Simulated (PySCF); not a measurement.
## 2-fluoropyridine: 4 charge schemes on one density

Species: 2-fluoropyridine, C₅H₄FN.
SMILES with atom numbers: `[F:1][c:2]1[cH:3][cH:4][cH:5][cH:6][n:7]1` (hydrogens: H8 on C3; H9 on C4; H10 on C5; H11 on C6)

Density: PBE0/pcSseg-1 (PySCF); schemes: Mulliken, IAO, Hirshfeld and ESP-fitted. Isolated species at its PBE0-D3(BJ)/def2-SVP geometry, gas phase.

At which atom do the 4 schemes differ most?

At C2: from +0.145 (Hirshfeld) to +0.927 e (ESP-fitted), 0.782 e apart.

Which atoms carry the lowest charge in the Mulliken, IAO, Hirshfeld and ESP-fitted schemes?

All schemes agree: Mulliken N7 (-0.432); IAO N7 (-0.292); Hirshfeld N7 (-0.177); ESP-fitted N7 (-0.732).

Give the atomic charges in each scheme.

In e:

| atom | environment | Mulliken | IAO | Hirshfeld | ESP-fitted |
| --- | --- | --- | --- | --- | --- |
| F1 | aryl fluorine | -0.253 | -0.257 | -0.077 | -0.271 |
| C2 | aromatic C–F carbon | +0.532 | +0.415 | +0.145 | +0.927 |
| C3 | aromatic CH carbon | -0.244 | -0.217 | -0.068 | -0.703 |
| C4 | aromatic CH carbon | -0.013 | -0.111 | -0.025 | +0.304 |
| C5 | aromatic CH carbon | -0.195 | -0.194 | -0.059 | -0.638 |
| C6 | aromatic CH next to a ring nitrogen | +0.142 | 0.000 | +0.025 | +0.495 |
| N7 | pyridine-type nitrogen | -0.432 | -0.292 | -0.177 | -0.732 |
| H8 | aromatic hydrogen | +0.120 | +0.172 | +0.059 | +0.246 |
| H9 | aromatic hydrogen | +0.114 | +0.163 | +0.062 | +0.095 |
| H10 | aromatic hydrogen | +0.109 | +0.161 | +0.057 | +0.227 |
| H11 | aromatic hydrogen | +0.121 | +0.160 | +0.057 | +0.050 |

Mean size of the charges over all atoms: ESP-fitted 0.426 e, Mulliken 0.207 e, IAO 0.195 e, Hirshfeld 0.074 e. Each set sums to the total charge, 0, to within 0.001 e. The ESP scheme fits charges at the nuclei, held to the total charge, to the electrostatic potential on points at 1.4 to 2.0 times the van der Waals radii. The IAO scheme projects the occupied orbitals on a minimal set of polarised atomic orbitals and counts the electrons in each atom's part of it.

How many electrons does the Mulliken scheme count on C4?

Z − q = 6 − (-0.013) = 6.013.

Sum the charges by element, for elements with more than one atom.

```csv
element,atoms,Mulliken,IAO,Hirshfeld,ESP-fitted
C,5,+0.221,-0.107,+0.019,+0.385
H,4,+0.464,+0.656,+0.236,+0.618
```

These values come from a run that also computed NMR shieldings. On one thread, Arm Neoverse V1, no GPU, on a shared host, this took 11 s of wall time.
